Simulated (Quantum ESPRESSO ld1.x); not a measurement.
Results of a calculation; reference values are marked as such.
Problem. The aim is the copper ion Cu2+ in [Ar] 3d9. What will ld1.x (Quantum ESPRESSO 7.5) do with this input?

```
 &input
    zed=29.0,
    iswitch=1,
    rel=1,
    dft='HF',
    config='[Ar] 3d9',
    prefix='ld1',
    max_out_wfc=37,
    file_charge='ld1.rho',
 /
```

Solution. Refused. The program stops in ld1_setup with "HF not implemented yet": ld1.x has no Hartree-Fock; KLI and OEP are its exact-exchange options.

Output (excerpt):

```
     Program LD1 v.7.5 starts

 %%%%%%%%%%%%%%%%%%%%%%%%%%%%%%%%%%%%%%%%%%%%%%%%%%%%%%%%%%%%%%%%%%%%%%%%%%%%%%
     Error in routine ld1_setup (1):
     HF not implemented yet
 %%%%%%%%%%%%%%%%%%%%%%%%%%%%%%%%%%%%%%%%%%%%%%%%%%%%%%%%%%%%%%%%%%%%%%%%%%%%%%

     stopping ...
```

Run on one thread of a shared host, so times are rough (Intel(R) Xeon(R) Processor @ 2.60GHz): 0.49 s of CPU time, 0.51 s wall.
